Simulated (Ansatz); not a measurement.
CH9B2NSi, SMILES `BN(B)[SiH2]C`, 14 atoms. Total charge 0; spin multiplicity 1. All runs use 4 threads of an Arm Neoverse V1 on a shared host. Correlated methods freeze the cores.

(1) How many basis functions does each run have, and how long does it take in Ansatz? RKS ωB97M-V/def2-SVP energy; RKS B2PLYP (frozen core)/def2-TZVPP energy; RKS ωB97M-V/def2-QZVPP energy; RKS PBE0-D4/def2-QZVPP energy; RKS PBE0-D4/def2-TZVP frequencies; RKS PBE0-D4/def2-TZVP relaxation (7 steps); RKS PBE0-D4/def2-SVP energy; RHF-CCSD(T)/def2-SVP energy; direct RPA on PBE orbitals/def2-TZVPP energy; RKS revPBE-D4/def2-TZVPP energy; RKS ωB97X-V/def2-TZVPP energy; RKS BLYP-D4/def2-TZVPP energy. (An estimate is asked.)

## Answers

(1) Ansatz gave: Other jobs shared the machine, so times are rough.

| level | job | functions | wall time | peak host memory (GiB) |
| --- | --- | --- | --- | --- |
| RKS PBE0-D4/def2-SVP | energy | 119 | 1.3 s | 0.26 |
| RKS BLYP-D4/def2-TZVPP | energy | 292 | 2.9 s | 0.4 |
| RKS revPBE-D4/def2-TZVPP | energy | 292 | 3.1 s | 0.4 |
| RKS ωB97M-V/def2-SVP | energy | 119 | 5.5 s | 0.37 |
| RKS B2PLYP (frozen core)/def2-TZVPP | energy | 292 | 7 s | 0.86 |
| RHF-CCSD(T)/def2-SVP | energy | 119 | 7 s | 0.65 |
| direct RPA on PBE orbitals/def2-TZVPP | energy | 292 | 7 s | 0.82 |
| RKS ωB97X-V/def2-TZVPP | energy | 292 | 10 s | 0.93 |
| RKS PBE0-D4/def2-QZVPP | energy | 568 | 13 s | 2.2 |
| RKS ωB97M-V/def2-QZVPP | energy | 568 | 27 s | 2.8 |
| RKS PBE0-D4/def2-TZVP | relaxation (7 steps) | 215 | 31 s | 0.57 |
| RKS PBE0-D4/def2-TZVP | frequencies | 215 | 3.5 min | 0.6 |
